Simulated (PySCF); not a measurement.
Compound: C5H9OS (charge +1).
Structure used (GFN2-xTB), in Å, numbered top down from 1:
```xyz
16
C5H9OS angstrom
C     -3.0868    0.1817    0.2639
C     -1.7494    0.2714    0.8120
C     -0.6398   -0.3245    0.2437
C      0.6477   -0.1235    0.6832
S      1.9750   -1.0784    0.0271
C      3.1379    0.2902   -0.4034
O      1.5331   -1.7096   -1.1918
H     -3.7713   -0.1973    1.0310
H     -3.4737    1.1853    0.0553
H     -3.1456   -0.4342   -0.6294
H     -1.6164    0.8658    1.7097
H     -0.7653   -0.9362   -0.6438
H      0.8641    0.4353    1.5827
H      4.0428   -0.1811   -0.7760
H      3.3489    0.8628    0.4916
H      2.6911    0.9013   -1.1807
```

PySCF, density fitting, gas phase, GFN2-xTB geometry. The standard run uses grid level 2 after a coarse-grid start, the def2-universal JK fitting basis (with tight functions added where the orbital basis needs them), an energy threshold of 1e-9 Eh and DIIS. The changed runs have no coarse-grid stage.

Question: Standard PBE0/pcSseg-1: E = -668.478922 Eh, HOMO -11.855 eV, LUMO -8.873 eV, 17 cycles (coarse-grid cycles included). What changes at PBE0/pcSseg-1 with: start guess sap, fitting basis def2-universal-jkfit?

Answer: E = -668.478950 Eh (-0.028 mEh), HOMO -11.855 eV (0.000), LUMO -8.873 eV (0.000), 18 SCF cycles. Of the changed settings only the fitting basis enters the energy expression; the total energy moves by 0.02 kcal/mol.

The cycles:
```
cycle   1  E = -647.0747277072  dE =  1.792e+01  |g| = 6.801e+00  |ddm| = 1.949e+01
cycle   2  E = -531.4575638857  dE =  1.156e+02  |g| = 1.847e+01  |ddm| = 2.933e+01
cycle   3  E = -614.1993167625  dE = -8.274e+01  |g| = 9.888e+00  |ddm| = 2.115e+01
cycle   4  E = -666.1809943540  dE = -5.198e+01  |g| = 2.755e+00  |ddm| = 1.616e+01
cycle   5  E = -661.8871499598  dE =  4.294e+00  |g| = 4.388e+00  |ddm| = 8.087e+00
cycle   6  E = -668.0100406786  dE = -6.123e+00  |g| = 1.270e+00  |ddm| = 7.606e+00
cycle   7  E = -668.3333707197  dE = -3.233e-01  |g| = 6.280e-01  |ddm| = 1.267e+00
cycle   8  E = -668.4174839975  dE = -8.411e-02  |g| = 4.802e-01  |ddm| = 9.050e-01
cycle   9  E = -668.4750963540  dE = -5.761e-02  |g| = 1.240e-01  |ddm| = 5.020e-01
cycle  10  E = -668.4773021294  dE = -2.206e-03  |g| = 7.545e-02  |ddm| = 1.590e-01
cycle  11  E = -668.4788797466  dE = -1.578e-03  |g| = 1.624e-02  |ddm| = 8.604e-02
cycle  12  E = -668.4789302720  dE = -5.053e-05  |g| = 7.937e-03  |ddm| = 2.198e-02
cycle  13  E = -668.4789477310  dE = -1.746e-05  |g| = 2.647e-03  |ddm| = 1.161e-02
cycle  14  E = -668.4789496130  dE = -1.882e-06  |g| = 6.837e-04  |ddm| = 3.446e-03
cycle  15  E = -668.4789497447  dE = -1.318e-07  |g| = 2.009e-04  |ddm| = 7.435e-04
cycle  16  E = -668.4789497593  dE = -1.455e-08  |g| = 4.370e-05  |ddm| = 3.139e-04
cycle  17  E = -668.4789497597  dE = -4.516e-10  |g| = 3.592e-05  |ddm| = 9.332e-05
cycle  18  E = -668.4789497600  dE = -3.197e-10  |g| = 1.223e-05  |ddm| = 4.932e-05
```

Question: What changes at PBE0/pcSseg-1 with: start guess sap, fitting basis def2-universal-jkfit?

Answer: E = -668.478950 Eh (-0.028 mEh), HOMO -11.855 eV (0.000), LUMO -8.873 eV (0.000), 18 SCF cycles. Of the changed settings only the fitting basis enters the energy expression; the total energy moves by 0.02 kcal/mol.

The cycles:
```
cycle   1  E = -647.0747559127  dE =  1.792e+01  |g| = 6.801e+00  |ddm| = 1.949e+01
cycle   2  E = -531.4574670705  dE =  1.156e+02  |g| = 1.847e+01  |ddm| = 2.933e+01
cycle   3  E = -614.1990734874  dE = -8.274e+01  |g| = 9.888e+00  |ddm| = 2.115e+01
cycle   4  E = -666.1810045486  dE = -5.198e+01  |g| = 2.755e+00  |ddm| = 1.616e+01
cycle   5  E = -661.8872166159  dE =  4.294e+00  |g| = 4.388e+00  |ddm| = 8.087e+00
cycle   6  E = -668.0100325379  dE = -6.123e+00  |g| = 1.270e+00  |ddm| = 7.606e+00
cycle   7  E = -668.3333680039  dE = -3.233e-01  |g| = 6.280e-01  |ddm| = 1.267e+00
cycle   8  E = -668.4174811101  dE = -8.411e-02  |g| = 4.802e-01  |ddm| = 9.050e-01
cycle   9  E = -668.4750961926  dE = -5.762e-02  |g| = 1.240e-01  |ddm| = 5.020e-01
cycle  10  E = -668.4773021258  dE = -2.206e-03  |g| = 7.545e-02  |ddm| = 1.590e-01
cycle  11  E = -668.4788798032  dE = -1.578e-03  |g| = 1.625e-02  |ddm| = 8.604e-02
cycle  12  E = -668.4789303352  dE = -5.053e-05  |g| = 7.937e-03  |ddm| = 2.198e-02
cycle  13  E = -668.4789477949  dE = -1.746e-05  |g| = 2.647e-03  |ddm| = 1.161e-02
cycle  14  E = -668.4789496771  dE = -1.882e-06  |g| = 6.838e-04  |ddm| = 3.446e-03
cycle  15  E = -668.4789498089  dE = -1.318e-07  |g| = 2.009e-04  |ddm| = 7.435e-04
cycle  16  E = -668.4789498234  dE = -1.456e-08  |g| = 4.370e-05  |ddm| = 3.139e-04
cycle  17  E = -668.4789498239  dE = -4.504e-10  |g| = 3.593e-05  |ddm| = 9.332e-05
cycle  18  E = -668.4789498242  dE = -3.195e-10  |g| = 1.223e-05  |ddm| = 4.933e-05
```
